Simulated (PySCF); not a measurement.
Spectra and structures to be paired. Theory: PySCF 2.14.0, density-fitted response routines, TDDFT CAM-B3LYP/def2-SVPD, vertical, gas phase, core orbitals frozen in the response. Geometries: GFN2-xTB; one conformer of each isolated species. Triplets are in the Tamm–Dancoff approximation.

A. `C=C[Si@@H](CC#N)[SiH2]N`
B. `C/C=C(/C#N)O[SiH2]C=O`
C. `[SiH3]Cc1cncn1[SiH3]`

Lowest singlet levels (six at most, fewer where fewer were computed) with oscillator strengths:

1. 3.21 eV (f 0.000); 5.70 eV (f 0.236); 5.95 eV (f 0.005); 6.11 eV (f 0.174); 6.19 eV (f 0.035); 6.61 eV (f 0.000); T1 2.53 eV
2. 5.74 eV (f 0.006); 6.29 eV (f 0.091); 6.51 eV (f 0.020); 6.74 eV (f 0.032); 6.90 eV (f 0.195); 7.18 eV (f 0.036); T1 4.24 eV
3. 5.71 eV (f 0.003); 6.06 eV (f 0.251); 6.35 eV (f 0.010); 6.43 eV (f 0.007); 6.55 eV (f 0.022); 6.58 eV (f 0.002); T1 4.27 eV

Question: Which spectrum belongs to which structure?

Answer: 1 = B, 2 = A, 3 = C.
- A: S1 at 5.74 eV, HOMO→LUMO+1 (52%), HOMO→LUMO (41%); Löwdin shares by element: HOMO nitrogen 44% or more, silicon 22%, hydrogen 10% or more (atoms not listed hold the other 23%); LUMO carbon 38% or more, silicon 29% (atoms not listed hold the other 33%); HOMO -8.76 and LUMO 0.23 eV.
- B: S1 at 3.21 eV, HOMO→LUMO (83%), HOMO→LUMO+1 (11%); Löwdin shares by element: HOMO oxygen 50% or more, carbon 21% or more, silicon 11%, hydrogen 10% or more; LUMO carbon 33% or more, oxygen 28% or more, silicon 13%, hydrogen 5% or more (atoms not listed hold the other 21%); HOMO -8.81 and LUMO -0.80 eV.
- C: S1 at 5.71 eV, HOMO→LUMO (92%); Löwdin shares by element: HOMO carbon 65% or more, nitrogen 9% or more (atoms not listed hold the other 26%); LUMO silicon 42%, hydrogen 14% or more (atoms not listed hold the other 44%); HOMO -7.56 and LUMO 0.79 eV.
A and C have S1 within 0.04 eV of each other; their strongest listed levels stand at 6.90 eV (f 0.195) and 6.06 eV (f 0.251).
